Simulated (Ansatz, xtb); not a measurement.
C6H7ClS: which of two isomers lies lower

Structure I is `CCc1csc(Cl)c1`, a singlet and structure II is `CCc1cc(Cl)cs1`, a singlet. Both are isolated molecules in the gas phase, relaxed with r2SCAN-D4/def2-SVP; the shapes shown needn't be the lowest conformers.

I (Å):

```xyz
15

C    -1.3201   -1.7787    0.3319
C     0.0474   -1.0930    0.2812
C     0.0027    0.3427    0.7272
C     0.5599    0.8131    1.8962
C    -0.5838    2.5967    0.6312
C    -0.6615    1.3805   -0.0026
Cl   -1.2338    4.0927    0.0919
S     0.2936    2.5054    2.1246
H    -1.7221   -1.7782    1.3572
H    -2.0511   -1.2617   -0.3100
H    -1.2520   -2.8234   -0.0101
H     0.4444   -1.1388   -0.7490
H     0.7656   -1.6420    0.9125
H     1.1208    0.2493    2.6428
H    -1.1705    1.2430   -0.9586
```

II (Å):

```yaml
atoms:
  - { symbol: C, position_ang: [-1.3817, -1.1259, -0.7953] }
  - { symbol: C, position_ang: [-1.5572, -0.9153, 0.7108] }
  - { symbol: C, position_ang: [-1.1709, 0.4543, 1.1805] }
  - { symbol: C, position_ang: [-1.9705, 1.4300, 1.7307] }
  - { symbol: C, position_ang: [-1.2458, 2.6197, 2.0366] }
  - { symbol: C, position_ang: [0.0899, 2.5559, 1.7220] }
  - { symbol: Cl, position_ang: [-1.9939, 4.0143, 2.7413] }
  - { symbol: S, position_ang: [0.4709, 1.0177, 1.0405] }
  - { symbol: H, position_ang: [-1.9813, -0.4001, -1.3664] }
  - { symbol: H, position_ang: [-1.6947, -2.1401, -1.0880] }
  - { symbol: H, position_ang: [-0.3294, -0.9979, -1.0948] }
  - { symbol: H, position_ang: [-0.9729, -1.6755, 1.2603] }
  - { symbol: H, position_ang: [-2.6106, -1.0750, 0.9948] }
  - { symbol: H, position_ang: [-3.0392, 1.3089, 1.9159] }
  - { symbol: H, position_ang: [0.8502, 3.3234, 1.8564] }
```

Quicker runs give these differences E(II) − E(I): GFN2-xTB −10.9 kJ/mol; HF/STO-3G −8.0 kJ/mol (at GFN2-xTB geometries); r2SCAN-D4/def2-SVP//GFN2-xTB −11.7 kJ/mol.

Question: Estimate E(II) − E(I) at the level CCSD(T)/def2-SVP + ΔMP2/def2-TZVPP.

Answer: Calculated at CCSD(T)/def2-SVP + ΔMP2/def2-TZVPP: E(II) − E(I) = −10.4 kJ/mol, so structure II lies lower.

The same difference at several levels:

```csv
level,geometry,E(II) − E(I) (kJ/mol),departure from the last row (kJ/mol),"job, with rough time for the two"
GFN2-xTB,GFN2-xTB,−10.9,−0.4,"optimisation, 0.26 s"
HF/STO-3G,GFN2-xTB,−8.0,+2.4,"single point, 0.52 s"
r2SCAN-D4/def2-SVP//GFN2-xTB,GFN2-xTB,−11.7,−1.2,"single point, 6.2 s"
r2SCAN-D4/def2-SVP,r2SCAN-D4/def2-SVP,−12.0,−1.5,"optimisation, 94 s"
HF/def2-SVP,r2SCAN-D4/def2-SVP,−13.6,−3.1,part of the CCSD(T) run
MP2/def2-SVP,r2SCAN-D4/def2-SVP,−11.4,−1.0,part of the CCSD(T) run
CCSD(T)/def2-SVP,r2SCAN-D4/def2-SVP,−11.0,−0.6,single point
CCSD(T)/def2-SVP + ΔMP2/def2-TZVPP,r2SCAN-D4/def2-SVP,−10.4,,"single point, 2 min"
```

As drawn, both hold the same kinds of bond in the same numbers.

None of the levels shown reverses the order. The largest departure from CCSD(T)/def2-SVP + ΔMP2/def2-TZVPP is that of HF/def2-SVP, 3.1 kJ/mol. The last row adds to CCSD(T) the change of the MP2 difference between the two basis sets, here +0.6 kJ/mol.

With thermal terms from frequencies at re-optimised GFN2-xTB minima (ideal gas, soft modes damped towards free rotors, one conformer each, 298.15 K, 1 atm): the zero-point term adds −0.2 kJ/mol; ΔH is −10.6 and ΔG −10.3 kJ/mol.

The correlated steps freeze 16 core orbitals. Programs: Ansatz 0.2.0, xtb 6.7.1; the last row on 4 threads of Arm Neoverse V1 on a shared host.
